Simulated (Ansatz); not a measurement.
CH6FNSi2, SMILES `F[Si@H]1N[C@@H]1[SiH3]`, relaxed with RKS PBE0-D4/def2-TZVP in the Gaussian-basis code of Ansatz from a PBE-D4/def2-SVP geometry. The force threshold is 0.005 eV/Å; the program also tests the step.

The species carries charge 0 and has multiplicity 1.

Start:

```xyz
11

F     1.271    2.514    1.407
Si    0.979    0.991    0.897
N    -0.473    0.263    1.435
C    -0.519    0.496   -0.073
Si   -0.418   -0.980   -1.246
H     2.293    0.298    0.805
H    -0.718   -0.654    1.819
H    -1.256    1.272   -0.371
H    -0.354   -0.517   -2.677
H     0.809   -1.797   -0.920
H    -1.613   -1.887   -1.078
```

```json
{"step": "1", "energy (eV)": "-21088.1895", "largest force (eV/Å)": "1.056", "largest move (Å)": "0.000"}
{"step": "2", "energy (eV)": "-21088.2584", "largest force (eV/Å)": "0.665", "largest move (Å)": "0.032"}
{"step": "3", "energy (eV)": "-21088.2810", "largest force (eV/Å)": "0.118", "largest move (Å)": "0.040"}
{"step": "4", "energy (eV)": "-21088.2818", "largest force (eV/Å)": "0.087", "largest move (Å)": "0.010"}
{"step": "5", "energy (eV)": "-21088.2819", "largest force (eV/Å)": "0.216", "largest move (Å)": "0.023"}
{"step": "6", "energy (eV)": "-21088.2829", "largest force (eV/Å)": "0.066", "largest move (Å)": "0.010"}
{"step": "7", "energy (eV)": "-21088.2831", "largest force (eV/Å)": "0.017", "largest move (Å)": "0.010"}
{"step": "8", "energy (eV)": "-21088.2831", "largest force (eV/Å)": "0.016", "largest move (Å)": "0.012"}
{"step": "9", "energy (eV)": "-21088.2831", "largest force (eV/Å)": "0.005", "largest move (Å)": "0.002"}
{"step": "10", "energy (eV)": "-21088.2831", "largest force (eV/Å)": "0.002", "largest move (Å)": "0.002"}
```

End:

```xyz
11

F     1.234    2.478    1.361
Si    0.952    0.989    0.894
N    -0.475    0.263    1.429
C    -0.499    0.501   -0.084
Si   -0.418   -0.966   -1.228
H     2.245    0.289    0.829
H    -0.640   -0.676    1.759
H    -1.231    1.260   -0.361
H    -0.341   -0.516   -2.642
H     0.785   -1.780   -0.896
H    -1.612   -1.842   -1.061
```

Run time 37 s (4 threads of an Arm Neoverse V2 on a shared host); peak host memory 0.56 GiB.
